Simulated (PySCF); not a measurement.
SMILES F[Si]([SiH2]C[Si](C)(C)C)(F)F (GFN2-xTB optimised geometry):

```
23

C      1.936     1.209    -1.273
Si     1.267    -0.038     0.000
C      1.861    -1.798    -0.439
C      1.861     0.438     1.748
C     -0.658    -0.038     0.000
Si    -1.515     1.652     0.000
Si    -1.341     2.623    -2.053
F     -0.297     3.817    -2.215
F     -2.673     3.299    -2.613
F     -0.938     1.689    -3.284
H      1.702     2.232    -0.995
H      3.016     1.137    -1.360
H      1.521     1.034    -2.261
H      1.564    -2.074    -1.446
H      1.450    -2.540     0.239
H      2.943    -1.873    -0.387
H      1.514    -0.271     2.494
H      1.497     1.419     2.035
H      2.945     0.462     1.802
H     -0.994    -0.594     0.874
H     -1.002    -0.606    -0.865
H     -2.943     1.503     0.334
H     -0.935     2.540     1.022
```

Method: PBE/def2-SVP run with PySCF 2.14.0.

What are the frontier orbital energies and the dipole moment?

HOMO-2 -7.36 eV, HOMO-1 -7.31 eV, HOMO -7.20 eV, LUMO -1.26 eV, LUMO+1 -1.09 eV; dipole moment 3.64 D.

Meta-Löwdin charges at PBE/def2-SVP: C1 -0.56, Si2 0.85, C3 -0.55, C4 -0.55, C5 -0.63, Si6 0.30, Si7 1.26, F8 -0.44, F9 -0.43, F10 -0.44, H11 0.12, H12 0.12, H13 0.12, H14 0.12, H15 0.11, H16 0.12, H17 0.11, H18 0.12, H19 0.12, H20 0.13, H21 0.13, H22 -0.06, H23 -0.07.
